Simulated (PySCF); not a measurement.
BeF, SMILES [F][Be], multiplicity 2.

Coordinates come from a r2SCAN-D4/def2-TZVPD optimisation. The spin state was assumed, not searched.

Computed with C-PCM-M06-2X/def2-TZVPD (PySCF).

The values are the electrostatic part of the solvation free energy, E(continuum) − E(gas) at the gas-phase geometry, in a cavity of scaled van der Waals radii (PySCF's table); cavitation and dispersion terms are not included. A continuum can't describe solvent molecules that bind to the metal. The dipole moment in vacuum is 1.40 D.

| solvent | ε | ΔG(elec) (kcal/mol) | dipole (D) |
|---|---|---|---|
| water | 78.36 | -4.7 | 1.70 |
| chloroform | 4.71 | -3.7 | 1.63 |
| acetone | 20.49 | -4.5 | 1.69 |
